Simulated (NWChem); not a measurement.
System: CH5FOSi; SMILES OC[SiH2]F

Excerpt of the output:

```
             Northwest Computational Chemistry Package (NWChem) 7.3.0
             --------------------------------------------------------

                             Geometry "geometry" -> ""
                             -------------------------

 Output coordinates in angstroms (scale by  1.889725989 to convert to a.u.)

  No.       Tag          Charge          X              Y              Z
 ---- ---------------- ---------- -------------- -------------- --------------
    1 O                    8.0000     0.61023200    -1.83814500     0.22408800
    2 C                    6.0000    -0.37738600    -1.07541200    -0.43268300
    3 Si                  14.0000    -0.46284900     0.71555500     0.14719000
    4 F                    9.0000     0.88858100     1.51844000    -0.27118100
    5 H                    1.0000     0.40198600    -1.86092800     1.16385500
    6 H                    1.0000    -1.39051500    -1.52829200    -0.36042200
    7 H                    1.0000    -0.13291000    -1.08572200    -1.50874200
    8 H                    1.0000    -1.62414000     1.42158600    -0.46808900
    9 H                    1.0000    -0.55388800     0.74128900     1.63796400

 Effective nuclear repulsion energy (a.u.)     173.8389728645

  xc_inp: hfexch multiplicative factor not found.

                                 NWChem DFT Module
                                 -----------------

 Summary of "ao basis" -> "ao basis" (spherical)
 ------------------------------------------------------------------------------
       Tag                 Description            Shells   Functions and Types
 ---------------- ------------------------------  ------  ---------------------
 O                           6-31g*                  6       14   3s2p1d
 C                           6-31g*                  6       14   3s2p1d
 Si                          6-31g*                  8       18   4s3p1d
 F                           6-31g*                  6       14   3s2p1d
 H                           6-31g*                  2        2   2s

            General Information
            -------------------
          SCF calculation type: DFT
          Wavefunction type:  closed shell.
          No. of atoms     :     9
          No. of electrons :    42
           Alpha electrons :    21
            Beta electrons :    21
          Charge           :     0
          Spin multiplicity:     1
          Use of symmetry is: off; symmetry adaption is: off
          Maximum number of iterations: 150
          AO basis - number of functions:    70
                     number of shells:    36
          Convergence on energy requested:  1.00D-06
          Convergence on density requested:  1.00D-05
          Convergence on gradient requested:  5.00D-04

              XC Information
              --------------
                     Hartree-Fock (Exact) Exchange  1.000

      Superposition of Atomic Density Guess
      -------------------------------------

 Sum of atomic energies:        -503.09540862

      Non-variational initial energy
      ------------------------------

 Total energy =    -504.423916
 1-e energy   =   -1041.465865
 2-e energy   =     363.202976
 HOMO         =      -0.307564
 LUMO         =       0.060374

     ---------------------------------------------
      Total Density - Mulliken Population Analysis
     ---------------------------------------------

    Atom       Charge   Shell Charges
 -----------   ------   -------------------------------------------------------
    1 O    8     8.86   2.00  0.93  3.06  0.92  1.93  0.02
    2 C    6     6.28   2.00  0.70  1.84  0.63  1.07  0.05
    3 Si  14    13.02   2.00  2.00  5.97  0.92  1.38  0.26  0.32  0.17
    4 F    9     9.63   2.00  0.95  3.48  1.00  2.19  0.01
    5 H    1     0.47   0.36  0.10
    6 H    1     0.79   0.46  0.32
    7 H    1     0.79   0.47  0.32
    8 H    1     1.08   0.47  0.61
    9 H    1     1.09   0.47  0.62

   convergence    iter        energy       DeltaE   RMS-Dens  Diis-err
 ---------------- ----- ----------------- --------- --------- ---------
 d= 0,ls=0.0,diis     1   -503.9480087216 -6.78D+02  8.83D-03  6.31D-01
 d= 0,ls=0.0,diis     2   -504.0086392626 -6.06D-02  3.06D-03  1.99D-01
 d= 0,ls=0.0,diis     3   -504.0258133800 -1.72D-02  9.47D-04  4.84D-03
 d= 0,ls=0.0,diis     4   -504.0266580494 -8.45D-04  1.97D-04  1.04D-04
 d= 0,ls=0.0,diis     5   -504.0266841001 -2.61D-05  4.47D-05  4.50D-06
  Resetting Diis
 d= 0,ls=0.0,diis     6   -504.0266854539 -1.35D-06  1.09D-05  3.70D-07
 d= 0,ls=0.0,diis     7   -504.0266855475 -9.36D-08  3.23D-06  4.17D-08

         Total DFT energy =     -504.026685547533
      One electron energy =    -1044.228464849108
           Coulomb energy =      412.124859439623
    Exchange-Corr. energy =      -45.762053002553
 Nuclear repulsion energy =      173.838972864505

 Numeric. integr. density =        0.000000000000

                       DFT Final Molecular Orbital Analysis
                       ------------------------------------

 Vector   19  Occ=2.000000D+00  E=-4.948447D-01
              MO Center= -1.3D-01, -1.0D+00, -1.8D-01, r^2= 3.0D+00
   Bfn.  Coefficient  Atom+Function         Bfn.  Coefficient  Atom+Function
  ----- ------------  ---------------      ----- ------------  ---------------
     3      0.391895  1 O  px                 7      0.316707  1 O  px
    17     -0.228572  2 C  px                68     -0.170597  8 H  s
    63      0.159213  6 H  s                 19      0.157560  2 C  pz
    64      0.154596  6 H  s                 65     -0.150232  7 H  s
     6      0.143716  1 O  s                 66     -0.142578  7 H  s

 Vector   20  Occ=2.000000D+00  E=-4.870825D-01
              MO Center= -6.6D-01,  6.6D-01,  4.9D-01, r^2= 2.9D+00
   Bfn.  Coefficient  Atom+Function         Bfn.  Coefficient  Atom+Function
  ----- ------------  ---------------      ----- ------------  ---------------
    70      0.353049  9 H  s                 37      0.315548  3 Si pz
    68     -0.275036  8 H  s                 69      0.243023  9 H  s
    67     -0.189659  8 H  s                 51     -0.156537  4 F  pz
    55     -0.134003  4 F  pz                35      0.129148  3 Si px
    33     -0.127742  3 Si pz                19     -0.119026  2 C  pz

 Vector   21  Occ=2.000000D+00  E=-4.176392D-01
              MO Center= -1.3D-01, -9.0D-01, -4.5D-02, r^2= 2.6D+00
   Bfn.  Coefficient  Atom+Function         Bfn.  Coefficient  Atom+Function
  ----- ------------  ---------------      ----- ------------  ---------------
     4      0.386342  1 O  py                 8      0.333944  1 O  py
    18     -0.305711  2 C  py                36      0.287660  3 Si py
    22     -0.187635  2 C  py                20     -0.153494  2 C  s
    68      0.148075  8 H  s                 34     -0.143818  3 Si s
    64      0.141233  6 H  s                  3      0.133324  1 O  px

 Vector   22  Occ=0.000000D+00  E= 1.440634D-01
              MO Center= -7.5D-01,  7.5D-01,  2.9D-01, r^2= 4.4D+00
   Bfn.  Coefficient  Atom+Function         Bfn.  Coefficient  Atom+Function
  ----- ------------  ---------------      ----- ------------  ---------------
    39      0.937941  3 Si px                40      0.813632  3 Si py
    20      0.587652  2 C  s                 38     -0.473183  3 Si s
    52     -0.475209  4 F  s                 68      0.280242  8 H  s
    70      0.269876  9 H  s                 41     -0.218887  3 Si pz
    34      0.164026  3 Si s                 35      0.146288  3 Si px

[...]

                     NWChem Electrostatic Potential Fit Module
                     -----------------------------------------

 Atom parameters

 Number of atoms is                                    9
 Number of basis functions is                         70

 Grid parameters

 Maximum number of grid points is                  39209
 Number of grid points is                          39208
 Grid range                                     0.300000 nm
 Grid spacing                                   0.020000 nm
 Probe radius                                   0.070000 nm
 Atom radius factor                             1.000000

 Atomic radii

    1    0.100000
    6    0.147000
    8    0.136000
    9    0.128000
   14    0.187000
 FASTESP  F
  using M.O. file = ./job.movecs

    Atom              Coordinates                           Charge

                                                  ESP

    1 O     0.061023   -0.183815    0.022409   -0.655304
    2 C    -0.037739   -0.107541   -0.043268    0.214992
    3 Si   -0.046285    0.071556    0.014719    0.701149
    4 F     0.088858    0.151844   -0.027118   -0.345897
    5 H     0.040199   -0.186093    0.116386    0.394893
    6 H    -0.139052   -0.152829   -0.036042   -0.045196
    7 H    -0.013291   -0.108572   -0.150874    0.044961
    8 H    -0.162414    0.142159   -0.046809   -0.157484
    9 H    -0.055389    0.074129    0.163796   -0.152114
                                            ------------
                                                0.000000

 Dipole moment                                  1.128838

 Quadrupole moment Qxx                         -0.499611
                   Qyy                         -8.642068
                   Qzz                          9.141679

 RMS deviation kJ/mol                           0.056156

 RRMS %                                        19.896867
```

Level: Hartree-Fock/6-31G* (spherical d). All runs use the structure optimised with PBE0/def2-SVP.

**Question.** Write an input that gives this output.

**Answer.** This is not unique; one that fits is the input that was run:
```
start job
memory heap 200 mb stack 900 mb global 1100 mb
geometry units angstroms noautosym nocenter noautoz
  O      0.610232    -1.838145     0.224088
  C     -0.377386    -1.075412    -0.432683
  Si    -0.462849     0.715555     0.147190
  F      0.888581     1.518440    -0.271181
  H      0.401986    -1.860928     1.163855
  H     -1.390515    -1.528292    -0.360422
  H     -0.132910    -1.085722    -1.508742
  H     -1.624140     1.421586    -0.468089
  H     -0.553888     0.741289     1.637964
end
basis spherical
  O library 6-31g*
  C library 6-31g*
  Si library 6-31g*
  F library 6-31g*
  H library 6-31g*
end
dft
  xc hfexch
  iterations 150
  mulliken
end
task dft energy
esp
  recalculate
  probe 0.07
  range 0.3
  factor 1.0
  spacing 0.02
end
task esp
```
